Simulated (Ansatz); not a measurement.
trifluoroacetic acid (C₂HF₃O₂), singlet, geometry from GFN2-xTB. Base run: HF/3-21G (Ansatz, a program for electronic structure).

The Ansatz input:
Ansatz 0.2 input:
```yaml
crystal:
  periodic: [false, false, false]
  atoms:
    - {symbol: O, position_ang: [1.58117628, -0.84821747, 0.38900017]}
    - {symbol: C, position_ang: [0.94347052, 0.23215721, -0.01055559]}
    - {symbol: O, position_ang: [1.42485188, 1.27590560, -0.32008031]}
    - {symbol: C, position_ang: [-0.59069935, -0.04820435, -0.02532297]}
    - {symbol: F, position_ang: [-1.02806939, -0.38485394, 1.19219374]}
    - {symbol: F, position_ang: [-1.27633644, 1.01849029, -0.42372265]}
    - {symbol: F, position_ang: [-0.88562209, -1.05668212, -0.85174030]}
    - {symbol: H, position_ang: [2.54539899, -0.71781028, 0.41333544]}
basis:
  gaussian:
    orbitals: 3-21G.json
hamiltonian:
  xc: hf
```
The basis file holds 3-21G in the JSON format of the Basis Set Exchange.

The bond that is stretched is that between atoms 6 and 4. A test that says stable can miss a lower solution.

Variants of this job, named by their change:

```tsv
change	ΔE vs base (mEh)	<S^2>	stability test says
base	0.000	0.000	minimum (restricted orbitals)
spin_polarized = on; lower_state_search = off	0.000	0.000	undecided (no full test)
spin_polarized = on; lower_state_search = standard	0.000	0.000	minimum
bond × 1.25	55.553	0.000	minimum (restricted orbitals)
spin_polarized = on; lower_state_search = off; bond × 1.25	55.553	0.000	undecided (no full test)
spin_polarized = on; lower_state_search = standard; bond × 1.25	55.553	0.000	minimum
bond × 1.5	142.8	0.000	minimum (restricted orbitals)
spin_polarized = on; lower_state_search = off; bond × 1.5	142.8	0.000	undecided (no full test)
spin_polarized = on; lower_state_search = standard; bond × 1.5	112.4	0.662	minimum
bond × 1.8	234.9	0.000	minimum (restricted orbitals)
spin_polarized = on; lower_state_search = off; bond × 1.8	234.9	0.000	undecided (no full test)
spin_polarized = on; lower_state_search = standard; bond × 1.8	126.6	0.931	minimum
bond × 2.2	324.5	0.000	minimum (restricted orbitals)
spin_polarized = on; lower_state_search = off; bond × 2.2	324.5	0.000	undecided (no full test)
spin_polarized = on; lower_state_search = standard; bond × 2.2	130.7	1.005	minimum
bond × 3.0	404.6	0.000	minimum (restricted orbitals)
spin_polarized = on; lower_state_search = off; bond × 3.0	404.6	0.000	undecided (no full test)
spin_polarized = on; lower_state_search = standard; bond × 3.0	132.2	1.005	minimum
```

Where a bond breaks into two radicals, a solution with restricted orbitals usually stops being the lowest and lies too high; an unrestricted one lies lower at the price of spin contamination, which <S^2> shows.
